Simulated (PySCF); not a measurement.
SMILES C(B)B, CAM-B3LYP/def2-SVP optimised geometry.

```
9

B      0.78    -0.80     0.00
C     -0.78    -0.80     0.00
B     -1.23     0.69     0.00
H      1.40    -0.80    -1.04
H      1.39    -0.77     1.04
H     -1.15    -1.29    -0.92
H     -1.14    -1.29     0.92
H     -1.38     1.29     1.04
H     -1.40     1.29    -1.04
```

Density from CAM-B3LYP/def2-TZVP (PySCF) at that geometry.

Minimum of the electron density along straight lines between bonded atoms, close to the bond critical point (lines longer than 1.1 times the sum of covalent radii, or with two minima, are not listed):

```
bond   length / Å  ρ at the minimum / e bohr⁻³  ∇²ρ there / e bohr⁻⁵  position (fraction from the first atom)
-----  ----------  ---------------------------  --------------------  ---------------------------------------
B1–C2       1.558                        0.185                 -0.29                                     0.34
C2–B3       1.559                        0.185                 -0.29                                     0.67
B1–H4       1.207                        0.184                 -0.43                                     0.44
B1–H5       1.207                        0.184                 -0.43                                     0.44
C2–H6       1.101                        0.266                 -0.87                                     0.64
C2–H7       1.102                        0.265                 -0.87                                     0.64
B3–H8       1.207                        0.184                 -0.43                                     0.44
B3–H9       1.207                        0.184                 -0.43                                     0.44
```
